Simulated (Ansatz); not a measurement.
Reaction (cleavage of the In–Ge bond): `[Cl][In]([Cl])[GeH3]` + HBr → `[Cl][In]([Cl])[Br]` + GeH₄

Isolated molecules relaxed with PBE0-D4/def2-TZVP in Ansatz; ΔE leaves out vibrations. CCSD(T)/CBS adds triple-zeta CCSD(T) − MP2 to the extrapolated MP2 energy (def2 sets, frozen cores). Functionals use def2-TZVPP. B3LYP here is the variant with VWN-RPA as its local correlation; programs differ in this. HSE06 is defined as in plane-wave codes. Elements past krypton have def2 core potentials. For Br, Ge, In outer-core shells are correlated without core-valence functions, which leaves a few kJ/mol of doubt a bond. Scalar relativity is left out up to krypton.

```json
{"level": "revPBE-D4", "ΔE (kcal/mol)": "-11.0"}
{"level": "BLYP-D4", "ΔE (kcal/mol)": "-10.9"}
{"level": "BHLYP-D4", "ΔE (kcal/mol)": "-14.1"}
{"level": "CAM-B3LYP-D4", "ΔE (kcal/mol)": "-12.8"}
{"level": "revPBE", "ΔE (kcal/mol)": "-10.8"}
{"level": "B3LYP", "ΔE (kcal/mol)": "-12.1"}
{"level": "HSE06", "ΔE (kcal/mol)": "-11.9"}
{"level": "CCSD/def2-SVP", "ΔE (kcal/mol)": "-14.4"}
```

Question: What does CCSD(T)/CBS give? (An estimate is asked.)

Answer: The calculation gave: -12.9 kcal/mol. The listed levels differ from it by 1.9, 2.0, -1.2, 0.1, 2.1, 0.8, 1.0, -1.5 kcal/mol.

Largest T1 diagnostic among the species: 0.012.

In def2-TZVPP, CCSD(T) changes the Hartree–Fock value by +5.9 kcal/mol (the triples alone add +0.2 kcal/mol) and MP2 by +5.9 kcal/mol. From BLYP to BHLYP (50 % exact exchange), in def2-TZVPP and without D4, ΔE moves by −3.3 kcal/mol.
